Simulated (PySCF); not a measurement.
Unknown compound

An unknown has the formula C7H11PSi. Its calculated NMR data are:

1H NMR (400 MHz, computed): δ 9.11 (m, 1H), 7.89 (m, 1H), 4.58 (s, 3H), 2.99 (m, 3H), 2.80 (s, 3H).

13C{1H} NMR (computed): δ 188.0 (C), 168.8 (CH), 150.2 (C), 140.7 (C), 136.9 (CH), 32.8 (CH3), 28.8 (CH3).

- σ from GIAO-PBE0/pcSseg-1
- coordinates at the GFN2-xTB level
- code: PySCF 2.14
- equivalent nuclei averaged, gas phase, a single conformation, non-relativistic Hamiltonian

Scale: 1H, 13C vs TMS (reference shieldings calculated alike).

Q: Which candidate is it?
A. Cc1ccc(P[SiH3])cc1
B. Cc1ccccc1P[SiH3]
C. C=Cc1cc(C)c([SiH3])[pH]1
D. Cc1ccpc(C)c1[SiH3]
E. CCc1ccc([SiH3])cp1

A: D. 

- 7 carbon signals for 7 carbons: no two carbons are equivalent.
- Carbon types of the structure: 3 × C, 2 × CH, 2 × CH3, leaving 3 H on heteroatoms.
- δC 188.0, 150.2, 140.7: substituted aromatic carbon.
- δC 168.8, 136.9: aromatic CH.
- δC 32.8, 28.8: methyl carbon on an aromatic ring; saturated and bonded to C and H only.
- δH 9.11, 7.89: hydrogen on an aromatic CH; the ring current deshields protons in the ring plane.
- δH 2.99, 2.80: hydrogen on a methyl carbon on an aromatic ring; benzylic-type position, deshielded by the ring.

The others: Cc1ccccc1P[SiH3] would give 7 signals for carbon-bound and other non-exchanging H, not 5; CCc1ccc([SiH3])cp1 would give 6 signals for carbon-bound and other non-exchanging H, not 5; Cc1ccc(P[SiH3])cc1 would give 5 carbon signals, not 7; C=Cc1cc(C)c([SiH3])[pH]1 would give 7 signals for carbon-bound and other non-exchanging H, not 5.

Splittings by 31P in the carbon and heteronuclear signals aren't shown, as no couplings were computed. Shifts are as computed. Against solution values, carbons near 30 ppm lie about +3 ppm off and those near 130 ppm about +5 ppm. Of 1211 compounds with measured shifts, 218 miss one by over three times the rms of a fit or turn the order of signals round; such compounds aren't used in these exercises. Multiplicities follow the n + 1 count of equivalent neighbours, as no J values were calculated; m marks all less simple cases, F and P coupling included.
